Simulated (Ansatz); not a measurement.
Input file for Ansatz (a first-principles code): SC-NEVPT2 on SA-CASSCF(2,2)/cc-pVDZ on CH2O (SMILES [CH]O), 2S+1 = 3, a spin state set in the input, which need not be the lowest.

Ansatz 0.2 input:
```yaml
crystal:
  periodic: [false, false, false]
  atoms:
    - {symbol: C, position_ang: [0.67006745, 0.07531754, -0.29738871]}
    - {symbol: O, position_ang: [-0.54613970, 0.06641966, 0.24281608]}
    - {symbol: H, position_ang: [1.51497668, -0.49276145, 0.09656747]}
    - {symbol: H, position_ang: [-1.16626383, -0.49050110, -0.25476389]}
basis:
  gaussian:
    orbitals: cc-pVDZ
magnetization: {spin_polarized: false, initial_magnetization: 2}
correlation: {method: sc_nevpt2, electrons: outside_noble_gas, active_space: {window: {electrons: 2, orbitals: 2}, states: [{multiplicity: 1, weights: [1]}, {multiplicity: 3, weights: [1]}]}}
output: {orbitals: {seedname: ./end}}
```

Output:

```
WARN ansatz: RAYON_NUM_THREADS=1 ignored (pool sized by the plan → 1); use --threads N
Functional definition: HF
integrals: 0.01 GiB planned
678 factors; integrals over basis functions are off by at most 1.3e-7 eV
mean field: 0.08 GiB planned
mean field evaluation 1: about -3094.7706 eV, gradient 2.0e1 eV
mean field evaluation 2: about -3094.7724 eV, gradient 2.0e1 eV
mean field evaluation 4: about -3096.1639 eV, gradient 4.2e0 eV
mean field evaluation 8: about -3096.2396 eV, gradient 7.7e-2 eV
mean field -3096.23960021 eV, -113.7847066013 hartree, gradient 2.2e-6 eV, S^2 2.000000; 0 other end points of the search recorded, 0 dependent functions left out
reference -3096.23960021 eV, -113.7847066013 hartree; 9, 7 occupied and 29, 31 virtual orbitals, 678 factors
configuration interaction: 0.09 GiB planned
configuration interaction: 0.00 GiB planned
state -3095.43105026 eV, -113.7549929387 hartree
state -3095.43105026 eV, -113.7549929387 hartree; corrected -3103.21643558 eV, -114.0411005720 hartree
configuration interaction: 0.00 GiB planned
configuration interaction: 0.00 GiB planned
state -3096.15542650 eV, -113.7816132744 hartree
state -3096.15542650 eV, -113.7816132744 hartree; corrected -3103.86491450 eV, -114.0649317326 hartree
Total energy: -3103.54067504 eV, -114.0530161523 hartree
```

The calculation finished and met its thresholds. The last total energy is the mean of the averaged states.

Cost: roughly 0.28 core-seconds.
